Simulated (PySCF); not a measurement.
# Computed records: AlBCl2H

All values are calculated (PySCF 2.14.0). Calculation on a computer-drawn molecule: the log of a Hartree-Fock and frozen-core CCSD(T) single point meant for a local Hartree-Fock minimum, with one planted fault or none, to be diagnosed. Offsets are logged minus clean, where the clean run is the same molecule without the fault. The reference is restricted for singlets and unrestricted otherwise, and also for a bond in bohr or an excited solution. Adding or removing an electron swaps singlet and doublet. The excited solution moves the top pair (singlet) or top alpha electron (doublet) to the lowest empty orbital. Highest occupied and lowest empty are orbital energies over both spins, largest force is the largest gradient component, triples share is (T) over the correlation energy, the T1 limit is 0.02 restricted and 0.045 unrestricted, electrons count all cores, a negative frequency is imaginary (commonest isotopes), and the dipole is about the centre of nuclear charge.

```json
{"formula": "AlBCl2H", "logged_structure": {"atoms_angstrom": [["Cl", -2.9291, -1.6318, -1.8509], ["B", -1.8134, -1.2613, -0.7298], ["Al", -0.2894, -0.6854, 0.8062], ["Cl", -0.2969, 1.3682, 0.9209], ["H", 0.4672, -1.8488, 1.4827]]}, "given": {"meant_charge": 1, "meant_multiplicity": 1, "meant_basis": "cc-pV(D+d)Z", "logged_electrons": 52, "logged_basis_functions": 88, "logged_SCF_converged": "yes", "logged_spin_squared": 0.0, "logged_highest_occupied [eV]": -12.304, "logged_lowest_empty [eV]": -11.365, "logged_largest_force [hartree/bohr]": 0.038949, "logged_CC_converged": "no", "logged_dipole_magnitude [debye]": 3.9983, "logged_SCF_stable_within_its_kind": "no", "logged_energy_HF [hartree]": -1185.56076, "possible_faults": "no fault, one electron removed, one electron added, multiplicity raised by two, geometry at a saddle point, SCF held on an excited solution, minimal basis STO-3G, one bond length entered in bohr, all coordinates scaled", "drawn_bonds_atom": [1, 2, 3, 3], "drawn_bonds_other_atom": [2, 3, 4, 5], "drawn_bonds_order": [1, 1, 1, 1]}, "results": {}, "notes": ["CCSD not converged"]}
```

**Q.** Which fault was planted in the run of AlBCl2H?
**A.** SCF held on an excited solution

Further results for AlBCl2H:

* HF energy offset from clean run: 277.6 kcal/mol
